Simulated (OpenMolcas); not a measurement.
## Cd+: effect of the level shift or regulariser

| Quantity | Value |
| --- | --- |
| Program | OpenMolcas 26.06 |
| Basis | ANO-RCC-VTZP [7s6p4d2f1g] |
| Scalar Hamiltonian | DKH2, point nucleus |
| Active space | 1 electron in 4 orbitals (5s 5p) |
| State averaging | 2S+1 = 2 even, 1 root; 2S+1 = 2 odd, 3 roots |
| Spin-orbit coupling | state interaction with AMFI integrals over the reference wave functions, term energies averaged over their components |

Methods on the same reference wave functions:
A. CASSCF
B. SS-CASPT2, IPEA 0.25 Eh, imaginary shift 0.1 Eh (closed shells correlated: 4d)
C. SS-CASPT2, IPEA 0.25 Eh, real shift 0.2 Eh (closed shells correlated: 4d)

Energies in cm⁻¹ above 5s ²S_1/2, the measured ground level; measured values from NIST Handbook of Basic Atomic Spectroscopic Data.

| Level | A | B | C | Measured |
| --- | --- | --- | --- | --- |
| 5s ²S_1/2 | 0.0 | 0.0 | 0.0 | 0.0 |
| 5p ²P°_1/2 | 40795 | 45164 | 45150 | 44136 |
| 5p ²P°_3/2 | 42561 | 46930 | 46916 | 46619 |

Deviations, from unrounded energies. A percentage is the sum of absolute deviations over the sum of measured energies, with the sign that they share, or ± where signs differ.

| Against measurement | Levels | A | B | C |
| --- | --- | --- | --- | --- |
| mean absolute deviation (cm-1) | 2 | 3700 | 670 | 660 |
| other configurations (%) | 2 | -8.2 | +1.5 | +1.4 |

B, C lie about equally close to measurement and A furthest from it. The largest miss of C in the table is 5p ²P°_1/2, by +1000 cm-1. The ranking rests on the paired levels alone, and a cruder setting can come out closer through cancelling errors.

Between B and C the level of the table that moves most is 5p ²P°_1/2, by 14 cm-1 (lowest in C, highest in B).

The lowest spin-free term lies below A's lowest term by 0.322 hartree in B, 0.322 hartree in C.

With one active electron the reference holds no correlation, so core polarisation is missing (holds for A). With one active electron, CASPT2 adds the correlation within the correlated inactive shells and between them and that electron, and leaves the splitting within a term as the reference gives it (holds for B; C). Computed and measured levels are paired by configuration, term and J; levels that our copy of the source lacks, or whose pairing is in doubt (as where it misses far off the trend of its configuration), stay unpaired and out of the deviations. Levels of configurations outside the active space are missing.

° marks odd parity.
